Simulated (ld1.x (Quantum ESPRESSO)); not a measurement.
**Al: excitation energies, all-electron against TM**

```json
{"Element": "aluminium", "Generator": "ld1.x (Quantum ESPRESSO) 7.5", "Type": "norm-conserving Troullier–Martins (Kleinman–Bylander form)", "Functional": "LDA (PZ)", "Relativity": "scalar-relativistic", "Frozen core": "[Ne]", "Valence charge": "3", "Reference configuration": "3s2 3p1", "Partial waves": "3s (bound): rc 2.15 bohr; 3d channel at -0.05 Ry: rc 2.40 bohr; 3p (bound): rc 2.85 bohr", "Local potential": "the p channel", "Core correction": "none"}
```

Energies are relative to the spin-unpolarised reference configuration 3s2 3p1; without spin polarisation the order of configurations can differ from experiment. Spin-polarised rows fill each open shell by Hund’s rule, majority spin first. The frozen-core shift is the all-electron ΔE with the core orbitals held at their reference shape minus the fully relaxed ΔE.

| valence configuration | charge | ΔE all-electron (eV) | error AE − PS (meV) | frozen-core shift (meV) |
| --- | --- | --- | --- | --- |
| 3s2 3p0 | +1 | 5.847 | +2.6 | +1.3 |
| 3s1 3p0 | +2 | 25.224 | +82 | +27 |
| 3s2 3p0.5 | +0.5 | 2.125 | +0.3 | +0.2 |
| 3s0 3p3 | 0 | 10.505 | +32 | +5.7 |
| 3s1 3p1 | +1 | 11.666 | +20 | +5.4 |
| 3s2 3p1.3 | -0.3 | -0.598 | +0.1 | 0.0 |
| 3s1 3p2 | 0 | 5.155 | +7.0 | +1.4 |
| 3s2 3p1 (spin-polarised) | 0 | -0.136 | +6.6 | +0.1 |

(1) What are ΔE and the potential's error for 3s1 3p0 (spin-polarised)?

Levels in the configuration 3s2 3p1.3:

| level | all-electron (eV) | pseudo (eV) |
| --- | --- | --- |
| 3s | -6.082 | -6.083 |
| 3p | -1.233 | -1.233 |

Results:

(1) ΔE = 24.797 eV all-electron; the error (AE − PS) is +216 meV.
